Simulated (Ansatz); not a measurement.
`[NH2][AlH][Cl]` + `[SiH3]O[SiH2][SiH3]` → `[NH2][AlH][O][SiH2][SiH3]` + `[SiH3]Cl`  (redistribution)

Computed with Ansatz on PBE0-D4/def2-TZVP structures; ΔE is electronic, products minus reactants. CBS: MP2 limit from def2 TZ/QZ plus the TZ coupled-cluster correction, frozen cores. This one scheme is used for every species. Functionals use def2-TZVPP. One conformer a species, not always the lowest.

(1) Is it downhill or uphill in electronic energy at CCSD(T)/CBS, and by how much? (An estimate is asked.)

(2) What do these levels give: PBE-D4, ωB97X-V, ωB97M-V, B2PLYP, CCSD(T)/def2-TZVPP, HF/CBS(def2)? (Best estimate.)

Largest T1 diagnostic among the species: 0.012.

Answers

(1) Computed: Uphill: ΔE = +0.18 eV.

(2) The calculation gave: PBE-D4 0.13, ωB97X-V 0.18, ωB97M-V 0.17, B2PLYP 0.17, CCSD(T)/def2-TZVPP 0.18, HF/CBS(def2) 0.27 eV.

In def2-TZVPP, CCSD(T) changes the Hartree–Fock value by −0.09 eV (the triples alone add −0.01 eV) and MP2 by −0.10 eV. From PBE to PBE0 (25 % exact exchange), in def2-TZVPP and without D4, ΔE moves by +0.03 eV.
